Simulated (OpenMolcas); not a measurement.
**Fe3+: effect of the metal basis**

Fe3+ with 6 ligands (chloride) in octahedral coordination (Oh) at 2.41 Å. A charge of +0.5 e stands 2.4 Å behind each ligand.

* Program: OpenMolcas 26.06
* Method: SS-CASPT2, IPEA 0.25 Eh, imaginary shift 0.1 Eh (closed shells correlated: 3s 3p and the ligand valence shells)
* Spin-orbit coupling: RASSI with atomic mean-field integrals over the reference wave functions

Fixed: ligand basis ANO-RCC-VDZP, active space 5 electrons in 5 orbitals (3d), DKH2 Hamiltonian.

States (labels of O, the rotations of Oh). Energies in cm-1 above the lowest state or level, χT in cm3 K/mol.

```
Run   Metal basis  Ground state  First gap with spin-orbit (degeneracies)  χT at 300 K  First state of another spin                    Cost
  A  ANO-RCC-VDZP           6A1                              15380 (6, 2)        4.383                    4T1 16080  roughly 5 core-minutes
  B  ANO-RCC-VTZP           6A1                              15280 (6, 2)        4.384                    4T1 15990  roughly 8 core-minutes
```

Costs are those of the CASPT2 steps.

Roots that are degenerate in the reference are averaged as groups; the widest CASPT2 spread within a group is 1200 cm-1 (the 2-fold group of multiplicity 2 near 47500 cm-1 above the lowest state of its run, A). Shifts and gaps below about the spread of the groups concerned are not significant. Over all roots computed the reference weight is 0.60 to 0.67 in A, 0.60 to 0.66 in B; the roots of lowest weight are the least certain, and an intruder state may touch them. Ligand-to-metal charge-transfer states are missing. These CASPT2 states fit no ligand-field parameters well, so their order and spin gaps are uncertain. With no ligand orbital active B as a rule stays too high, so bands that hang on it stand too high and its fall with covalency is understated. With one d shell and no ligand orbital active, 10Dq can be off by a tenth or more. No measured value stands beside these numbers; the geometry was imposed, not optimised, and the real ion may take another.
